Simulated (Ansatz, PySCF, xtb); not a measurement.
Gas-phase reaction R1 + R2 → P1 + P2, each structure at its B3LYP-D3(BJ)/def2-TZVP stationary point, reached from a drawn start (curvature not checked).
R1: Cl2H2Si (SMILES Cl[SiH2]Cl), charge 0, multiplicity 1.
R2: NH3 (SMILES N), charge 0, multiplicity 1.
P1: ClH4NSi (SMILES N[SiH2]Cl), charge 0, multiplicity 1.
P2, HCl (SMILES Cl) (charge 0, multiplicity 1):
| atom | x (Å) | y (Å) | z (Å) |
|---|---|---|---|
| Cl | 0.0000 | 0.0000 | 0.6410 |
| H | 0.0000 | 0.0000 | -0.6410 |

P less R. No zero-point or thermal terms.

Frozen-core correlation throughout. CBS(a, b) extrapolates the correlation energy as X⁻³ and adds the Hartree–Fock energy of set b.

Codes used: Ansatz (Gaussian basis) for Hartree–Fock, density functionals and correlated methods; PySCF for the D3/D4 terms; xtb for the GFN methods. No computed number here is a measurement.

The comparison value is 33.2 kJ/mol (CCSD(T)/CBS(cc-pV(T+d)Z, cc-pV(Q+d)Z)). It is a level with limits of its own, not the exact answer.

### Question
Order these levels by how close they come to the comparison value for the reaction energy, closest first: SVWN5/def2-TZVPP, SCS-MP2/cc-pV(T+d)Z, GFN1-xTB, r2SCAN/def2-TZVPP, BHLYP-D3(BJ)/def2-TZVPP. Give each level's value less the comparison value.

### Answer
BHLYP-D3(BJ)/def2-TZVPP (-0.3 kJ/mol), r2SCAN/def2-TZVPP (2.5 kJ/mol), SCS-MP2/cc-pV(T+d)Z (-3.8 kJ/mol), SVWN5/def2-TZVPP (-5.5 kJ/mol), GFN1-xTB (98.8 kJ/mol)

Ansatz is an electronic-structure program.
